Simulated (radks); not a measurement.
Valence configurations of Ni I (all share [Ar]). All-electron calculation, Dirac Kohn-Sham, LDA (Slater exchange, Perdew-Wang correlation), spin-unpolarised, spherical densities, finite nucleus; open shells fill j = l - 1/2 first; Fermi nuclear charge, rms radius 3.7757 fm. Program: a radial shooting solver on a logarithmic mesh with Libxc functionals. Energies are relative to 3d8 4s2; eigenvalues in eV.

| valence | E (eV) | e(3d3/2) | e(3d5/2) | e(4p1/2) | e(4s1/2) |
|---|---|---|---|---|---|
| 3d8 4s2 | 0.000 | -9.266 | -9.025 | - | -5.858 |
| 3d9 4s1 | -1.533 | -5.043 | -4.824 | - | -4.729 |
| 3d8 4s1 4p1 | 4.631 | -11.134 | -10.892 | -2.280 | -7.069 |
| 3d7 4s2 4p1 | 10.478 | -16.530 | -16.266 | -2.787 | -8.228 |
| 3d7.5 4s1.5 4p1 | 7.027 | -13.694 | -13.441 | -2.524 | -7.635 |
| 3d10 | -0.579 | -2.322 | -2.121 | - | - |
| 3d7 4s1 4p2 | 16.047 | -18.084 | -17.819 | -3.445 | -9.136 |
| 3d7.5 4s1 4p1.5 | 9.618 | -14.504 | -14.251 | -2.873 | -8.123 |
| 3d6 4s2 4p2 | 27.234 | -24.446 | -24.157 | -4.000 | -10.322 |
| 3d9 4p1 | 2.479 | -6.936 | -6.715 | -1.865 | - |

NIST lists [Ar] 3d8 4s2 as the ground configuration; this level of theory puts 3d9 4s1 lower, by 1.533 eV. The energies are those of spherical spin-averaged densities, not of single terms.
